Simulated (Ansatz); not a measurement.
Correlation energies of H2KN (`[NH2][K]`) by basis set

```json
{"atom": "N1", "x (Å)": "-0.0412", "y (Å)": "0.0751", "z (Å)": "-0.2670"}
{"atom": "K2", "x (Å)": "0.3096", "y (Å)": "-0.5644", "z (Å)": "2.0059"}
{"atom": "H3", "x (Å)": "0.4671", "y (Å)": "0.7653", "z (Å)": "-0.8156"}
{"atom": "H4", "x (Å)": "-0.7355", "y (Å)": "-0.2761", "z (Å)": "-0.9232"}
```

Total charge 0; spin multiplicity 1. Correlated methods include outer-core shells of K, which these sets cover unevenly. Scalar relativity is left out up to krypton. The structure was optimised at the PBE0-D4/def2-TZVP level. Frozen core, restricted reference, the Gaussian-basis code of Ansatz. CBS rows extrapolate triple and quadruple zeta. For K the program correlates outer-core shells too, which these sets cover unevenly, so the extrapolated numbers aren't a true limit.

| basis | HF (Eh) | MP2 corr. |
| --- | --- | --- |
| def2-SVP | -654.61156 | -0.23682 |
| def2-TZVPP | -654.76392 | -0.40207 |
| def2-QZVPP | -654.78105 | -0.47063 |

(1) Estimate the CCSD correlation energy and the (T) correction in each basis where they were run (hartree).

Answers

(1) 
```json
{"basis": "def2-SVP", "CCSD corr.": "-0.25201", "(T)": "-0.00537"}
{"basis": "def2-TZVPP", "CCSD corr.": "-0.41923", "(T)": "-0.01167"}
{"basis": "def2-QZVPP", "CCSD corr.": "-0.49128", "(T)": "-0.01802"}
{"basis": "CBS(def2)", "CCSD corr.": "-0.54465", "(T)": "-0.02273"}
```
